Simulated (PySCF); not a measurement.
# `[BH3-][C@@H](C=O)[C@@H](C)C#N`, [C5H9BNO]-, charge -1

Geometry:
```csv
atom,x (Å),y (Å),z (Å)
B1,1.735,-0.215,-0.560
C2,0.453,0.226,0.522
C3,0.765,1.601,0.825
O4,0.264,2.607,0.343
C5,-0.935,0.069,-0.113
C6,-1.187,-1.305,-0.736
C7,-1.914,0.312,0.910
N8,-2.674,0.461,1.759
H9,2.779,0.203,-0.124
H10,1.763,-1.422,-0.588
H11,1.509,0.249,-1.648
H12,0.576,-0.418,1.393
H13,1.613,1.715,1.541
H14,-1.029,0.851,-0.876
H15,-2.187,-1.357,-1.170
H16,-0.444,-1.481,-1.506
H17,-1.094,-2.084,0.020
```

Total charge -1.

Method used: TDDFT CAM-B3LYP/def2-SVPD circular dichroism and optical rotation, one conformer, gas phase (PySCF). Geometry: GFN2-xTB.

The molecule is flexible and this is one conformer; a measurement averages over conformers. For a gas-phase anion, states above the detachment energy (about 4.4 eV, taken as minus the energy of the highest occupied orbital) lie in the continuum and depend on the basis.

Task: What are the CIP labels of the stereocentres?

Result: C2 R, C5 R.

Task: List the lowest 16 singlet excitations with oscillator and rotatory strengths.

Result: Rotatory strengths R in 10⁻⁴⁰ esu² cm², velocity form and length form (origin at the centre of mass); f in length form.
| state | E (eV) | λ (nm) | f | R (velocity) | R (length) | main |
| --- | --- | --- | --- | --- | --- | --- |
| 1 | 4.75 | 261 | 0.004 | +44.2 | +44.1 | HOMO→LUMO+1 0.34, HOMO→LUMO+2 0.17 |
| 2 | 6.29 | 197 | 0.032 | +22.0 | +21.2 | HOMO→LUMO 0.59, HOMO→LUMO+2 0.15 |
| 3 | 6.62 | 187 | 0.087 | -43.5 | -47.8 | HOMO−1→LUMO+1 0.24, HOMO→LUMO+2 0.16 |
| 4 | 6.68 | 185 | 0.076 | -64.1 | -61.7 | HOMO−3→LUMO 0.24, HOMO−2→LUMO 0.15 |
| 5 | 6.76 | 183 | 0.021 | +5.7 | +2.6 | HOMO−2→LUMO 0.32, HOMO−2→LUMO+1 0.21 |
| 6 | 6.87 | 180 | 0.078 | -51.0 | -48.8 | HOMO→LUMO+1 0.24, HOMO→LUMO 0.14 |
| 7 | 6.95 | 179 | 0.005 | -11.3 | -11.2 | HOMO→LUMO+4 0.18, HOMO−1→LUMO 0.18 |
| 8 | 7.08 | 175 | 0.065 | +42.6 | +43.9 | HOMO−2→LUMO+2 0.52, HOMO−2→LUMO 0.15 |
| 9 | 7.13 | 174 | 0.005 | -8.2 | -9.2 | HOMO−3→LUMO+2 0.16, HOMO−1→LUMO+2 0.15 |
| 10 | 7.29 | 170 | 0.032 | +19.9 | +23.1 | HOMO→LUMO+4 0.32, HOMO→LUMO+3 0.17 |
| 11 | 7.34 | 169 | 0.009 | +8.4 | +6.0 | HOMO→LUMO+4 0.26, HOMO−3→LUMO 0.14 |
| 12 | 7.42 | 167 | 0.025 | +21.2 | +21.4 | HOMO→LUMO+5 0.67 |
| 13 | 7.45 | 166 | 0.055 | -10.9 | -10.5 | HOMO−1→LUMO+2 0.18, HOMO→LUMO+5 0.11 |
| 14 | 7.63 | 163 | 0.008 | +18.1 | +17.1 | HOMO−1→LUMO+2 0.26, HOMO−1→LUMO+1 0.21 |
| 15 | 7.71 | 161 | 0.001 | -4.1 | -3.5 | HOMO→LUMO+6 0.18, HOMO−2→LUMO+1 0.12 |
| 16 | 7.73 | 160 | 0.021 | +15.3 | +16.1 | HOMO→LUMO+7 0.20, HOMO→LUMO+6 0.10 |

Among the states computed, the strongest CD band (largest |R|) is state 4. The largest dissymmetry factor in size, g = 4R/(D+G), with D and G the electric and magnetic dipole strengths, is +0.076 for state 1 (velocity form, f = 0.004), among bands with |R| over 0.5. The mirror image has the same energies and oscillator strengths and all R with the opposite sign.
